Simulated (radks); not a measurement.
The mean radii <r> (bohr) of the occupied orbitals of an atom or ion are listed with their occupations. Calculated with a radial shooting solver on a logarithmic mesh with Libxc functionals: scalar-relativistic Kohn-Sham, PBE, spin-polarised, spherical densities, finite nucleus; Fermi nuclear charge, rms radius of each element as measured or else 0.836 A^(1/3) + 0.57 fm.

orbital  occ.     <r>
1s          2  0.1306
2s          2  0.6949
2p          6  0.6837

Name the element and its charge. Open shells, if any, are filled with parallel spins first.

Answer. Z = 12, magnesium, charge +2: Mg2+ in [Ne]. The 1s radius gives Z: for a bare nucleus <r> = (2 gamma + 1)/(2Z) with gamma = sqrt(1 - (Z/c)^2), 0.1247 bohr for Z = 12, and screening makes it slightly larger (0.1306 here). The occupations add up to 10, and the charge is Z minus that.
